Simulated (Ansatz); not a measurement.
Consider the formal exchange of groups at the Nb–Cl bond: `[NH]=[Nb]([NH2])([F])[Cl]` + CH₄ → `[CH3][Nb](=[NH])([NH2])[F]` + HCl.

Program: Ansatz. Geometries: PBE0-D4/def2-TZVP. ΔE: electronic, gas phase. CCSD(T)/CBS adds triple-zeta CCSD(T) − MP2 to the extrapolated MP2 energy (def2 sets, frozen cores). This one scheme is used for every species. DFT in def2-TZVPP. Elements past krypton have def2 core potentials. For Nb outer-core shells are correlated without core-valence functions, which leaves a few kJ/mol of doubt a bond. One conformer a species, not always the lowest.

| level | ΔE (kcal/mol) | difference from CCSD(T)/CBS |
| --- | --- | --- |
| B97M-V | 47.4 | 3.2 |
| r2SCANh-D4 | 46.4 | 2.2 |
| r2SCAN0-D4 | 46.2 | 2.0 |
| CAM-B3LYP-D4 | 45.5 | 1.3 |
| ωB97X-V | 45.1 | 0.9 |
| PBE-QIDH | 46.1 | 1.9 |
| BLYP | 45.8 | 1.6 |
| RPA@PBE/def2-TZVPP | 42.7 | -1.5 |
| MP2/def2-SVP | 48.8 | 4.6 |
| CCSD(T)/def2-SVP | 46.5 | 2.3 |
| HF/def2-TZVPP | 47.6 | 3.4 |
| SCS-MP2/def2-TZVPP | 46.2 | 2.0 |
| CCSD/def2-TZVPP | 43.6 | -0.6 |
| MP2/def2-QZVPP | 46.8 | 2.6 |
| MP2/CBS(def2) | 46.9 | 2.7 |
| CCSD/CBS(def2) | 43.8 | -0.4 |
| CCSD(T)/CBS | 44.2 | 0 |

(1) What do rigid-rotor, harmonic-oscillator terms from PBE0-D4/def2-TZVP frequencies (298.15 K, 1 bar) make of the CCSD(T)/CBS value? (Estimate.)

Largest T1 diagnostic among the species: 0.020, so the coupled-cluster value is less sure than usual.

Results:

(1) The calculation gave: ΔZPE = -2.9 kcal/mol, ΔH = +41.6 kcal/mol, ΔS = 11 J/(mol·K), ΔG = +40.8 kcal/mol.

At CCSD(T), def2-SVP lies +2.3 kcal/mol from the extrapolated value and def2-TZVPP −0.2 kcal/mol. In def2-TZVPP, CCSD(T) changes the Hartree–Fock value by −3.6 kcal/mol (the triples alone add +0.4 kcal/mol) and MP2 by −0.9 kcal/mol.
